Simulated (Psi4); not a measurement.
Here is a job for Psi4.
```
memory 2 GB

molecule {
-1 2
Si   -1.21110000    0.12330000    0.02170000
Ge    1.10560000   -0.10820000   -0.02010000
H    -1.78150000   -0.70980000    1.08100000
H    -1.58220000    1.51630000    0.26670000
H    -1.77570000   -0.29520000   -1.26210000
H     1.61100000   -1.42550000   -0.54140000
H     1.84580000    0.89320000   -0.85840000
H     1.78820000    0.00600000    1.31260000
}

set {
  basis def2-svp
  reference uks
}

energy('revpbe')
print_variables()
```

Question: What number of basis functions does REVPBE/def2-SVP (Psi4 1.11) give?

Answer: 80

Question: Predict the total energy from REVPBE/def2-SVP.

Answer: -2369.4183 Eh

A gas-phase anion may not be bound at this level; its values then depend on the basis.

These values belong to the state on which the SCF converged, which isn't shown to be the lowest.
